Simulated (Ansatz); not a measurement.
C₃H₇Si, doublet, at a GFN2-xTB geometry; Ansatz (a program for electronic structure) with MP2/STO-3G.

The Ansatz input:
Ansatz 0.2 input:
```yaml
crystal:
  periodic: [false, false, false]
  atoms:
    - {symbol: C, position_ang: [0.07166054, -1.07389880, 0.75107332]}
    - {symbol: C, position_ang: [1.21647703, -0.21911639, 0.17752608]}
    - {symbol: Si, position_ang: [-0.07160241, 0.97363099, -0.59501866]}
    - {symbol: C, position_ang: [-1.14255145, -0.50388412, -0.00456330]}
    - {symbol: H, position_ang: [-0.03171157, -0.90288341, 1.82284416]}
    - {symbol: H, position_ang: [0.21309311, -2.14337808, 0.59131516]}
    - {symbol: H, position_ang: [1.82583574, -0.77478368, -0.53242339]}
    - {symbol: H, position_ang: [1.88638902, 0.18932069, 0.93237250]}
    - {symbol: H, position_ang: [-0.27982443, 2.23653886, 0.12751811]}
    - {symbol: H, position_ang: [-1.99632117, -0.27937673, 0.63267274]}
    - {symbol: H, position_ang: [-1.48854371, -1.17487564, -0.78825468]}
basis:
  gaussian:
    orbitals: STO-3G
magnetization: {spin_polarized: true, initial_magnetization: 1}
correlation: {method: mp2}
```

Question: Write the output that Ansatz gives for this input, abridged.

Answer: 
```
Functional definition: HF
403 factors; integrals over basis functions are off by at most 3.8e-5 eV
mean field evaluation 1: about -10933.6391 eV, gradient 9.1e0 eV
mean field evaluation 2: about -10933.8290 eV, gradient 9.1e0 eV
mean field evaluation 4: about -10934.7864 eV, gradient 7.6e-1 eV
mean field evaluation 8: about -10934.8023 eV, gradient 1.0e-2 eV
mean field -10934.80225669 eV, -401.8465710583 hartree, gradient 1.3e-6 eV, S^2 0.750921; 0 other end points of the search recorded, 0 dependent functions left out
8 core orbitals not correlated
reference -10934.80225669 eV, -401.8465710583 hartree; 12, 11 occupied and 11, 12 virtual orbitals, 403 factors
second order -5.05077008 eV of doubles, -0.00000000 eV of singles
Total energy: -10939.85302677 eV, -402.0321834350 hartree
```
